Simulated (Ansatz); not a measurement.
A run on C$_{3}$H$_{6}$Zn, SMILES `C=[CH][Zn][CH3]` with other settings.

```yaml
crystal:
  periodic: [false, false, false]
  atoms:
    - {symbol: C, position_ang: [-0.411057, 2.008525, -1.218104]}
    - {symbol: C, position_ang: [0.303829, 0.882750, -1.240752]}
    - {symbol: Zn, position_ang: [0.214882, -0.480647, 0.123106]}
    - {symbol: C, position_ang: [0.109748, -1.838149, 1.502964]}
    - {symbol: H, position_ang: [-0.340891, 2.762077, -2.001535]}
    - {symbol: H, position_ang: [-1.108029, 2.244525, -0.417163]}
    - {symbol: H, position_ang: [0.968653, 0.760455, -2.097323]}
    - {symbol: H, position_ang: [-0.719632, -1.638768, 2.186730]}
    - {symbol: H, position_ang: [-0.046634, -2.829164, 1.068722]}
    - {symbol: H, position_ang: [1.029142, -1.871593, 2.093346]}
basis:
  gaussian: {orbitals: 6-31G}
hamiltonian: {xc: {name: HSE06}}
correlation: {method: rpa}
accuracy: high
```

```sh
$ ansatz run in.yaml --threads 4 --pin off --events-out ev --progress --plain --max-ram 10444MiB
```

It prints (some lines left out):

```
Functional definition: HSE06
1592 factors; integrals over basis functions are off by at most 4.9e-9 eV
104 factors; integrals over basis functions are off by at most 1.7e-9 eV
mean field evaluation 1: about -51597.3577 eV, gradient 6.6e1 eV
mean field evaluation 2: about -51597.6538 eV, gradient 6.6e1 eV
mean field evaluation 4: about -51606.9904 eV, gradient 1.0e1 eV
mean field evaluation 8: about -51607.1366 eV, gradient 2.6e-1 eV
mean field evaluation 16: about -51607.1368 eV, gradient 7.9e-6 eV
mean field -51607.13679938 eV, -1896.5272968035 hartree, gradient 9.6e-8 eV, S^2 0.000000; 0 other end points of the search recorded, 0 dependent functions left out
8 core orbitals not correlated: weight in the atoms' cores, before any rotation towards them, 1.000 or more for the frozen orbitals, at most 0.000 for the correlated occupied ones
reference -51551.48683294 eV, -1894.4821982579 hartree; 19, 19 occupied and 41, 41 virtual orbitals, 1592 factors
Total energy: -51571.62752150 eV, -1895.2223549104 hartree
```

It took 3.4 s on 4 threads of an Arm Neoverse V2 on a shared host, with 0.43 GiB of host memory at the peak.
